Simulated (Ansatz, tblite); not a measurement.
Isomers of Hg$_{2}$Br$_{4}$⁻ (doublet), found by a short tight-binding search and relaxed with r2SCAN-D4/def2-SVPD in Ansatz.

In the def2 sets Hg takes a core potential; there is no spin–orbit coupling. The xTB rows come from tblite. Correlated methods freeze 36 core orbitals; core or outer-core shells of Hg, Br are correlated, in sets that lack core-valence functions.

Other spin states weren't relaxed.

A:

```xyz
6

Hg    0.515   -0.724    1.229
Hg   -0.246    0.537   -1.301
Br   -1.909    0.810    1.073
Br   -1.341   -1.206   -2.795
Br    1.704   -1.995    3.188
Br    1.278    2.578   -1.394
```

B:

```xyz
6

Hg   -0.605    0.873    0.244
Hg    1.470   -2.147   -0.690
Br   -0.426    1.311    2.731
Br   -1.571    1.548   -1.998
Br    2.271    0.487   -0.494
Br   -1.139   -2.072    0.206
```

C:

```xyz
6

Hg    0.005    0.456   -1.337
Hg    0.000   -0.458    1.337
Br   -2.055   -0.453   -2.605
Br    2.060    1.961   -1.769
Br    1.266   -2.703    1.520
Br   -1.277    1.197    2.854
```

D:

Cartesian coordinates in Å:
```
Hg 0.026 -0.266 0.861
Hg -0.070 0.719 -2.326
Br 2.272 -0.108 -0.766
Br -1.448 -1.559 -1.108
Br -0.874 2.235 0.051
Br 0.093 -1.019 3.288
```

E:

```xyz
6

Hg    1.273    0.030    1.386
Hg   -1.522   -0.059   -1.476
Br    2.951    0.157    3.289
Br    0.277   -2.110    0.273
Br   -3.172   -0.106   -3.639
Br    0.194    2.089    0.166
```

Q: Estimate their order by electronic energy at PBE0-D4/def2-SVP, counted from the lowest.

A: D (0.0) < B (2.0) < E (2.5) < A (9.7) < C (15.1), in kJ/mol. Gaps under about 2 kJ/mol are ties within the noise of geometry and basis.

Q: Do the other levels pick the same lowest one?

A: Not GFN1-xTB, HF/def2-SVPD, BLYP-D4/def2-SVP, MP2/def2-SVPD. Energies above each level's lowest (kJ/mol):

```json
{"level": "GFN1-xTB", "A": "42.3", "B": "55.1", "C": "0.0", "D": "26.8", "E": "94.0"}
{"level": "GFN2-xTB", "A": "28.4", "B": "29.2", "C": "12.4", "D": "0.0", "E": "45.2"}
{"level": "HF/def2-SVPD", "A": "19.9", "B": "0.0", "C": "18.5", "D": "6.2", "E": "2.2"}
{"level": "LDA (SPW92)/def2-SVP", "A": "9.7", "B": "13.4", "C": "13.2", "D": "0.0", "E": "13.6"}
{"level": "PBE-D4/def2-SVP", "A": "7.0", "B": "4.2", "C": "10.0", "D": "0.0", "E": "1.0"}
{"level": "BLYP-D4/def2-SVP", "A": "11.9", "B": "2.4", "C": "14.8", "D": "2.5", "E": "0.0"}
{"level": "r2SCAN-D4/def2-SVP", "A": "9.6", "B": "4.9", "C": "13.6", "D": "0.0", "E": "8.3"}
{"level": "PBE0-D4/def2-SVP", "A": "9.7", "B": "2.0", "C": "15.1", "D": "0.0", "E": "2.5"}
{"level": "RPA@PBE/def2-SVPD", "A": "0.3", "B": "2.0", "C": "8.8", "D": "0.0", "E": "3.3"}
{"level": "MP2/def2-SVPD", "A": "0.0", "B": "6.5", "C": "8.0", "D": "2.6", "E": "5.6"}
```
Point groups (tolerance 0.1 Å): A not assigned, B Cs, C D2d, D C3v, E not assigned. Lower isomers may exist.
